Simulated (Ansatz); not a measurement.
Reaction (formal exchange of groups at the Si–O bond): `O[SiH2][O][SnH3]` + SiH₄ → `[SiH3][SiH2][O][SnH3]` + H₂O

Isolated molecules relaxed with PBE0-D4/def2-TZVP in Ansatz; ΔE leaves out vibrations. CCSD(T)/CBS is the MP2 limit (def2-TZVPP, def2-QZVPP) plus CCSD(T) − MP2 in def2-TZVPP, frozen cores. This one scheme is used for every species. Functionals use def2-TZVPP. Elements past krypton have def2 core potentials. For Sn outer-core shells are correlated without core-valence functions, which leaves a few kJ/mol of doubt a bond. Each species was taken in one conformer, which may not be the lowest.

```csv
level,ΔE (kcal/mol)
PBE-D4,23.6
MP2/def2-TZVPP,30.5
```

Problem. What does CCSD(T)/CBS give? (An estimate is asked.)

Solution. Ansatz gave: +28.1 kcal/mol. The listed levels differ from it by -4.5, 2.4 kcal/mol.

Largest T1 diagnostic among the species: 0.014.

From PBE to PBE0 (25 % exact exchange), in def2-TZVPP and without D4, ΔE moves by +1.2 kcal/mol. In def2-TZVPP, CCSD(T) changes the Hartree–Fock value by −5.0 kcal/mol (the triples alone add −0.6 kcal/mol) and MP2 by −3.4 kcal/mol. The D4 term adds −1.1 kcal/mol with B3LYP and −0.7 kcal/mol with PBE0; it sums over pairs of atoms, weighted by their polarisabilities, and B3LYP, whose exchange is more repulsive, gets the larger term.

CCSD(T)/CBS has its own doubt, a few kJ/mol and more with outer-core shells, so smaller differences from it don't rank the levels.

B3LYP here is the variant with VWN-RPA as its local correlation; programs differ in this.
